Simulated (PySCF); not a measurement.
**Tc: ionisation energy**

Tc [Kr] 4d5 5s2 (6S) → Tc⁺ [Kr] 4d5 5s1 (7S), as a difference of total energies. Computed with PySCF 2.14 in aug-cc-pVDZ-PP with ECP28MDF, with scalar relativity through the core potential. Correlated levels: valence: 4s2 4p6 frozen. The calculations carry no spin-orbit coupling.

Task: Order these methods by the ionisation energy they give, lowest first.
A. MP2 (valence)
B. SCS-MP2 (valence)
C. UHF
D. TPSS

Result: C (5.576 eV), A (6.701 eV), D (6.804 eV), B (6.936 eV).

Errors of the correlated levels include the incompleteness of this basis and the frozen core.

MP2 underrates the near-degeneracy of ns² with np² in the lower species.

For comparison: 7.119 eV (measured; NIST Atomic Spectra Database, ionization energies).
